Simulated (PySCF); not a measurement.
TDDFT excited states: [AuCl4]-

Species: [AuCl4]- (charge -1 and singlet state).
Bonds: Au1–Cl2, Au1–Cl3, Au1–Cl4, Au1–Cl5.

Level of theory: TDDFT wB97X-D/def2-SVPD, vertical, gas phase, core orbitals frozen in the response, def2 core potentials past Kr (PySCF 2.14.0, density-fitted response routines). Geometry: PBE0-D3(BJ)/def2-SVP; no solvent, vibrations or thermal averaging. Spin–orbit coupling is left out.

Q: Predict the UV-vis stick spectrum at this level.

A: 

| state | λ (nm) | E (eV) | f | symmetry | main configurations (H = HOMO, L = LUMO) |
| --- | --- | --- | --- | --- | --- |
| S1 | 463.7 | 2.67 | 0.0000 | – | H→L (100%) |
| S2 | 448.6 | 2.76 | 0.0000 | – | H-2/H-1→L (98%) |
| S3 | 448.6 | 2.76 | 0.0000 | – | H-2/H-1→L (98%) |
| S4 | 427.4 | 2.90 | 0.0000 | – | H-5→L (97%) |
| S5 | 362.1 | 3.42 | 0.0008 | – | H-6→L (99%) |
| S6 | 360.0 | 3.44 | 0.029 | Eu | H-3→L (92%) |
| S7 | 359.9 | 3.44 | 0.029 | Eu | H-4→L (92%) |
| S8 | 299.2 | 4.14 | 0.0000 | – | H-7→L (99%) |
| S9 | 294.0 | 4.22 | 0.0000 | – | H-10→L (95%) |

Triplets (Tamm–Dancoff): T1 2.39 eV, H-2/H-1→L (≥96%); T2 2.39 eV, H-2/H-1→L (≥96%); T3 2.39 eV, H→L (99%).

The lowest singlet comes at 464 nm (258 kJ/mol) in the visible; it is dark (f under 0.0005); its leading configuration is HOMO→LUMO (100%). The strongest level in the table is S6/S7 at 3.44 eV (360 nm, f = 0.057 summed). S2/S3 and S6/S7 lie within about 0.01 eV of each other in each set; the point group D4h has degenerate representations, and within a degenerate level the listed configurations can mix freely. For S1 the Löwdin share of gold is at most 1% in HOMO and 40% in LUMO; for S6 the Löwdin share of gold is at most 3% in HOMO-3 and 40% in LUMO. Of the 9 states listed, 2 reach f = 0.01 and 6 stay under 0.0005. Weighted by f, the mean energy of these states is 3.44 eV. 4 computed singlets (S1 to S4) lie in the visible range (380 to 750 nm), S1 for one at 464 nm, dark in the vertical dipole picture (f under 0.0005); light of that wavelength is blue, and its complementary colour is yellow; a Tamm–Dancoff triplet lies at 519 nm, without intensity as long as spin–orbit coupling is left out. No detachment energy is given for this anion; states above it aren't bound, and a finite basis only mimics them. Symmetry labels in D4h follow from the direction of the transition dipole and are given only for states with f of 0.002 or more. Orbitals of the list HOMO-3 to LUMO+2 that lie within 0.01 eV of each other are written together with a slash and their weights summed (≥ marks a lower bound); for degenerate orbitals outside that list single weights are arbitrary. Only the lowest 10 singlets were computed, as vertical energies without vibronic structure. The highest level found (5.40 eV, f 0.420 so far) is left out, since the window may have cut off a degenerate partner.
